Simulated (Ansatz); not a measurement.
`S=CCB1C[SiH2]1` + `C=NC` → `C/N=C\B1C[SiH2]1` + `CC=S`  (formal exchange of groups at a B–C bond)

Calculated with Ansatz (gas phase, PBE0-D4/def2-TZVP geometries, no zero-point term in ΔE). CBS: MP2 limit from def2 TZ/QZ plus the TZ coupled-cluster correction, frozen cores. DFT in def2-TZVPP. Each species was taken in one conformer, which may not be the lowest.

```json
{"level": "PBE0-D4", "ΔE (kJ/mol)": "5.2", "difference from CCSD(T)/CBS": "-1.8"}
{"level": "ωB97M-V", "ΔE (kJ/mol)": "7.1", "difference from CCSD(T)/CBS": "0.1"}
{"level": "B2PLYP", "ΔE (kJ/mol)": "5.8", "difference from CCSD(T)/CBS": "-1.2"}
{"level": "PBE", "ΔE (kJ/mol)": "1.9", "difference from CCSD(T)/CBS": "-5.1"}
{"level": "r2SCAN", "ΔE (kJ/mol)": "3.0", "difference from CCSD(T)/CBS": "-4.0"}
{"level": "SCS-MP2/def2-TZVPP", "ΔE (kJ/mol)": "8.0", "difference from CCSD(T)/CBS": "1.0"}
{"level": "CCSD(T)/def2-TZVPP", "ΔE (kJ/mol)": "7.3", "difference from CCSD(T)/CBS": "0.3"}
{"level": "MP2/def2-QZVPP", "ΔE (kJ/mol)": "8.0", "difference from CCSD(T)/CBS": "1.0"}
{"level": "SCS-MP2/def2-QZVPP", "ΔE (kJ/mol)": "7.8", "difference from CCSD(T)/CBS": "0.8"}
{"level": "MP2/CBS(def2)", "ΔE (kJ/mol)": "7.9", "difference from CCSD(T)/CBS": "0.9"}
{"level": "CCSD(T)/CBS", "ΔE (kJ/mol)": "7.0", "difference from CCSD(T)/CBS": "0"}
```

Largest T1 diagnostic among the species: 0.016.

From PBE to PBE0 (25 % exact exchange), in def2-TZVPP and without D4, ΔE moves by +3.1 kJ/mol. In def2-TZVPP, CCSD(T) changes the Hartree–Fock value by −5.9 kJ/mol (the triples alone add −1.6 kJ/mol) and MP2 by −5.0 kJ/mol.
